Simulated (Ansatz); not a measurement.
Saddle point of CH9GeN, closed shell (CH₆Ge ([CH3][GeH3]) + NH₃ → CH₇GeN ([CH3][GeH2][NH2]) + H₂; bonds formed: Ge1–N7, H2–H6; bonds broken: Ge1–H2, H6–N7), PBE0-D4/def2-TZVP structure:

Ge1  (-0.723, 0.100, 0.007)
H2  (0.288, -1.605, -0.605)
H3  (-1.983, -0.705, -0.333)
H4  (-1.215, 1.598, 0.022)
C5  (0.191, -0.135, 1.710)
H6  (0.631, -0.752, -1.384)
N7  (0.455, 0.384, -1.593)
H8  (-0.281, 0.478, 2.480)
H9  (0.181, -1.186, 1.991)
H10  (1.231, 0.180, 1.602)
H11  (-0.020, 0.641, -2.453)
H12  (1.246, 1.003, -1.444)
(Å)

Energies are electronic, without zero-point energy. Barriers and step energies count from the start structure reached by relaxing down the imaginary mode; all methods use the PBE0-D4 structures, on which another method's saddle can fall below an end. Computed with Ansatz 0.2.0 (basis: def2-TZVPP, with def2-QZVPP for the basis limit); correlated methods freeze the cores. Filled d shells of the heavier atoms are correlated. The def2 sets are not built for correlating such inner shells, so the correlated values are less sure here. B3LYP uses VWN-RPA correlation. Extrapolation: Hartree–Fock as exp(−7.88 √X), correlation as X^−2.97.

```tsv
method	barrier (kcal/mol)	step energy (kcal/mol)
SPW92	39.27	7.37
PBE-D4	45.68	6.39
BLYP-D4	48.70	5.61
r2SCAN-D4	48.89	6.11
B97M-V	50.40	8.21
PBE0-D4	49.23	6.97
B3LYP-D4	51.59	6.38
r2SCAN0-D4	51.28	6.69
BHLYP-D4	55.68	7.02
CAM-B3LYP-D4	53.17	6.82
wB97X-V	?	6.33
wB97M-V	52.53	6.57
B2PLYP	?	6.08
PBE-QIDH	?	6.20
RPA on PBE	53.70	5.77
HF	65.59	8.08
MP2	53.14	4.38
CCSD	55.91	6.52
CCSD(T)	53.69	5.86
```

(1) Fill in the withheld barriers. (To be estimated.)

No T1 diagnostic of these runs exceeds 0.012.

Results:

(1) The calculation gives: B2PLYP 53.71; wB97X-V 53.41; PBE-QIDH 52.26 kcal/mol. Each is the energy of the saddle less that of the start structure, by the same method.

For comparison, the barrier by CCSD(T) at an estimated basis limit (MP2 extrapolated from triple and quadruple zeta, plus CCSD(T) − MP2 in triple zeta) is 54.59 kcal/mol.

Labels in which every atom is bracketed show which atoms are joined, not bond orders.

For scale, one of the runs: CCSD(T)/def2-TZVPP, 236 basis functions (an equivalent command: `ansatz run in.yaml --threads 4`). Time: 85 s of wall clock on 4 CPU threads; the host was shared. Peak host memory: 4.4 GiB.
